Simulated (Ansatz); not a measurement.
System: SnI, net charge 0, doublet state. SMILES: [Sn][I]
Coordinates optimised at B3LYP-D3(BJ)/def2-TZVP (Ansatz, a quantum-chemistry and plane-wave program):
```
Sn
I 1 2.7470
```
Charge 0, spin multiplicity 2.

Quantity: vertical ionisation energy (to the singlet state of charge +1; each state is the SCF solution reached for its spin; for the singlet T1 is 0.026), in eV. Cores are frozen in the correlated levels unless marked. UHF or UKS for open shells. Spin-orbit coupling is left out. The frozen core is the preceding noble-gas configuration, with the filled d and f shells of earlier blocks. Past Kr the def2 sets carry scalar-relativistic core potentials. CBS marks a two-point X^-3 extrapolation of the correlation energy; Hartree-Fock from the larger set.

```json
[
 {"level": "SVWN5/def2-TZVPD", "program": "Ansatz", "vertical ionisation energy (eV)": "6.92"},
 {"level": "PBE/def2-TZVPD", "program": "Ansatz", "vertical ionisation energy (eV)": "6.78"},
 {"level": "r2SCAN/def2-TZVPD", "program": "Ansatz", "vertical ionisation energy (eV)": "7.00"},
 {"level": "B3LYP/def2-TZVPD", "program": "Ansatz", "vertical ionisation energy (eV)": "6.92"},
 {"level": "PBE0/def2-TZVPD", "program": "Ansatz", "vertical ionisation energy (eV)": "6.97"},
 {"level": "BHLYP/def2-TZVPD", "program": "Ansatz", "vertical ionisation energy (eV)": "…"},
 {"level": "CAM-B3LYP/def2-TZVPD", "program": "Ansatz", "vertical ionisation energy (eV)": "…"},
 {"level": "wB97M-V/def2-TZVPD", "program": "Ansatz", "vertical ionisation energy (eV)": "…"},
 {"level": "wB97X-V/def2-TZVPD", "program": "Ansatz", "vertical ionisation energy (eV)": "7.00"},
 {"level": "CCSD/def2-SVPD", "program": "Ansatz", "vertical ionisation energy (eV)": "6.78"},
 {"level": "CCSD/def2-TZVPPD", "program": "Ansatz", "vertical ionisation energy (eV)": "…"},
 {"level": "CCSD/def2-QZVPPD", "program": "Ansatz", "vertical ionisation energy (eV)": "6.92"},
 {"level": "CCSD(T)/CBS(def2-TZVPPD,def2-QZVPPD)", "program": "Ansatz", "vertical ionisation energy (eV)": "6.94"}
]
```

Some entries are withheld; supply them.


- BHLYP/def2-TZVPD, vertical ionisation energy (eV): 6.98
- CAM-B3LYP/def2-TZVPD, vertical ionisation energy (eV): 7.07
- wB97M-V/def2-TZVPD, vertical ionisation energy (eV): 7.03
- CCSD/def2-TZVPPD, vertical ionisation energy (eV): 6.86
